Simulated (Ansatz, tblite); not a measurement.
Cost and result up the ladder for SiGe₂⁻ (the lowest doublet isomer of a short search) (3 atoms). Charge -1, multiplicity 2. Geometry: PBE0-D4/def2-TZVPD.

```xyz
3

Si    0.2342    1.0468    0.6937
Ge    0.3401   -1.2581    0.6077
Ge   -0.5743    0.2113   -1.3013
```

Ansatz on 4 threads of Arm Neoverse V1 on a shared host; xTB runs through tblite on one thread. Times are rough, summed over both states, and most runs start from the orbitals of an earlier one. RPA@PBE/def2-TZVPD serves as the yardstick here, not as an exact answer. Differences are given only for rows in sets of like size (and for xTB, whose basis is part of the method), since another set adds its own error. The other state is a quartet at its own geometry.

The 6-31G sets use Cartesian d functions. The xTB rows come from tblite. LC-ωPBE has ω = 0.4 bohr⁻¹. B3LYP takes the VWN-RPA correlation. Correlated methods freeze 23 core orbitals; core or outer-core shells of Ge are correlated, in sets that lack core-valence functions. In CCSD on the charge -1 quartet the largest single amplitude is 0.17, so its Hartree–Fock determinant may place the open shell otherwise than the density functionals do. The structure comes from a short search, and lower isomers may exist.

Run but left out: HF/6-31G, HF/def2-TZVPD, HF/def2-TZVPPD, PBE-QIDH/def2-TZVPD, MP2/def2-TZVPD, MP2/def2-TZVPPD (quartet: ⟨S²⟩ 3.99 to 4.20, where a pure state has 3.75).

Correlated methods converge slowly with the basis.

xTB has no spin-polarisation term.

```json
{"level": "GFN1-xTB", "functions": "27", "wall time": "0.007 s", "quartet − doublet (eV)": "1.33", "difference from RPA@PBE/def2-TZVPD (eV)": "-0.10", "remarks": "–"}
{"level": "B3LYP-D4/6-31G", "functions": "71", "wall time": "3.3 s", "quartet − doublet (eV)": "1.44", "difference from RPA@PBE/def2-TZVPD (eV)": "–", "remarks": "HOMO above zero (quartet)"}
{"level": "PBE-D4/def2-TZVPD", "functions": "151", "wall time": "5.4 s", "quartet − doublet (eV)": "1.40", "difference from RPA@PBE/def2-TZVPD (eV)": "-0.03", "remarks": "HOMO above zero (doublet), HOMO above zero (quartet)"}
{"level": "revPBE-D4/def2-TZVPD", "functions": "151", "wall time": "5.7 s", "quartet − doublet (eV)": "1.36", "difference from RPA@PBE/def2-TZVPD (eV)": "-0.07", "remarks": "HOMO above zero (doublet), HOMO above zero (quartet)"}
{"level": "RPA@PBE/def2-TZVPD", "functions": "151", "wall time": "7.8 s", "quartet − doublet (eV)": "1.43", "difference from RPA@PBE/def2-TZVPD (eV)": "0.00", "remarks": "–"}
{"level": "PBE0-D4/def2-TZVPD", "functions": "151", "wall time": "13 s", "quartet − doublet (eV)": "1.41", "difference from RPA@PBE/def2-TZVPD (eV)": "-0.03", "remarks": "HOMO above zero (quartet)"}
{"level": "B2PLYP/def2-TZVPD", "functions": "151", "wall time": "17 s", "quartet − doublet (eV)": "1.55", "difference from RPA@PBE/def2-TZVPD (eV)": "0.12", "remarks": "spin-contaminated (⟨S²⟩ 3.90) (quartet)"}
{"level": "r2SCAN-D4/def2-TZVPD", "functions": "151", "wall time": "18 s", "quartet − doublet (eV)": "1.37", "difference from RPA@PBE/def2-TZVPD (eV)": "-0.06", "remarks": "HOMO above zero (quartet)"}
{"level": "LC-ωPBE/def2-TZVPD", "functions": "151", "wall time": "18 s", "quartet − doublet (eV)": "1.40", "difference from RPA@PBE/def2-TZVPD (eV)": "-0.04", "remarks": "spin-contaminated (⟨S²⟩ 3.97) (quartet)"}
{"level": "CAM-B3LYP-D4/def2-TZVPD (with forces)", "functions": "151", "wall time": "26 s", "quartet − doublet (eV)": "1.47", "difference from RPA@PBE/def2-TZVPD (eV)": "0.04", "remarks": "–"}
{"level": "CCSD(T)/def2-TZVPPD", "functions": "156", "wall time": "87 s", "quartet − doublet (eV)": "1.47", "difference from RPA@PBE/def2-TZVPD (eV)": "0.04", "remarks": "spin-contaminated (⟨S²⟩ 4.20) (quartet)"}
```
